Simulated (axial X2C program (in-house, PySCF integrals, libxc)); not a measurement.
# CoH: a run with one poor setting

Calculated with an in-house relativistic program for diatomic molecules. Spin-free means the one-electron spin-free X2C Hamiltonian. Basis: Co dyall-v3z [9s10p6d3f2g], H dyall-v3z [6s2p1d] (cores contracted in-house); Gaussian nuclei, density fitting, unrestricted open shells. Masses: Co 58.933 u, H 1.008 u.

One setting of this run was spoiled on purpose, so its numbers are not properties of CoH. Level: PBE0, without spin–orbit coupling; state M_S = 1, Λ = 2 (beyond evenly filled blocks: σα, δ+α, δ+β, δ-α).

| R (Å) | E − E(lowest point) (eV) | SCF iterations |
| --- | --- | --- |
| 1.362 | 0.4125 | 19 |
| 1.424 | 0.1994 | 12 |
| 1.471 | 0.0943 | 12 |
| 1.518 | 0.0296 | 10 |
| 1.565 | 0.0000 | 2 |
| 1.620 | 0.0030 | 12 |
| 1.675 | 0.0392 | 10 |
| 1.745 | 0.1237 | 11 |
| 1.831 | 0.2663 | 10 |
| 1.956 | 0.5110 | 11 |

Fit: Re 1.588 Å, ωe 1853.9 cm⁻¹, residual 0.14 microhartree, De 1.76 eV.

Output at the reference distance:

```
spin-free X2C-1e  PBE0
basis functions 125  fitting functions 406  grid points 5070
iter        total energy     max residual
   1      -1393.776731300     2.48e-05
   2      -1393.776731308     1.65e-05
converged
one-electron -1950.08674177  Coulomb 607.33894990  exact exchange -14.71395997  xc functional -45.44455435  nuclear repulsion 9.12957488
```

Problem. Which setting was spoiled?
A. integration grid too coarse
B. too few iterations allowed
C. density fitting set too sparse
D. an excited determinant was followed
E. virtual space cut too low

Solution. C. Density fitting set too sparse: ratio 4 between fitting exponents against the usual 2.
